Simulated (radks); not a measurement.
Initial-state core-level shifts of neutral platinum when its valence configuration changes from [Xe] 4f14 5d9 6s1. All-electron calculation, Dirac Kohn-Sham, PBEsol, spin-unpolarised, spherical densities, point nucleus; open shells fill j = l - 1/2 first. Program: a radial shooting solver on a logarithmic mesh with Libxc functionals. Shifts are changes of the shell-averaged eigenvalues in eV (positive: less bound).

valence,1s,2p,3d,4d
4f14 5d10,+2.260,+2.373,+2.381,+2.373
4f14 5d8 6s2,-2.610,-2.745,-2.744,-2.726
4f14 5d8 6s1.5 6p0.5,-3.426,-3.545,-3.549,-3.534
4f14 5d8 6s1 6p1,-4.181,-4.284,-4.292,-4.281
4f14 5d7.5 6s2 6p0.5,-4.833,-5.029,-5.029,-4.999
4f13 5d9 6s1 6p1,-15.806,-16.881,-18.785,-15.942
4f13.5 5d9 6s1 6p0.5,-7.784,-8.307,-9.245,-7.873
4f12 5d9 6s1 6p2,-32.554,-34.815,-38.733,-32.634
4f13.5 5d9 6s1.5,-6.932,-7.474,-8.407,-7.032
